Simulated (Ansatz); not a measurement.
CH3AlF2S, SMILES C[S][Al]([F])[F].

Geometry: B3LYP-D3(BJ)/def2-SVP. The structure was generated by enumeration; whether it is a known compound was not checked. Other conformers were not sampled.

Two levels are set side by side: PBE/def2-SVPD (Ansatz, a program for electronic structure) and PBE0/def2-SVPD (Ansatz). Energy differences of separate SCF runs at the same geometry; the states with an electron removed or added have multiplicity 2 and 2. Differences are taken from unrounded values.

```csv
quantity,PBE0,PBE,PBE minus PBE0
vertical ionisation energy (eV),10.02,9.92,-0.10
vertical singlet–triplet gap (eV),5.05,4.84,-0.21
```
